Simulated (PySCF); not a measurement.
# Effect of structural changes

Computed, not measured: TDDFT CAM-B3LYP/aug-cc-pVDZ excited states, vertical, gas phase (PySCF 2.14.0). Geometry: PBE0-D3(BJ)/def2-SVP.

Each molecule in one low-energy conformer. The parent is [C-]#[N+]B1C=CC=CN1.

(1) How does the largest two-photon cross section among the few lowest singlets (linear parallel light, single beam, Lorentzian half width 0.1 eV, states within 0.08 eV summed) change along this series?
- [C-]#[N+]B1C=CC=CN1 (base)
- [C-]#[N+]B1C=CC=CN1C=C (H replaced by vinyl)
- [C-]#[N+]B1C=CC=CN1SC (H replaced by SCH3)

Answers

(1) 
```csv
molecule,S1 (eV),f(S1),largest σ (GM),at photon λ (nm)
[C-]#[N+]B1C=CC=CN1,4.94,0.199,2.4,427
[C-]#[N+]B1C=CC=CN1C=C,4.48,0.247,10.0,389
[C-]#[N+]B1C=CC=CN1SC,4.74,0.166,1.5,434
```
The largest two-photon cross section among the few lowest singlets (linear parallel light, single beam, Lorentzian half width 0.1 eV, states within 0.08 eV summed) is lowest for [C-]#[N+]B1C=CC=CN1SC and highest for [C-]#[N+]B1C=CC=CN1C=C.
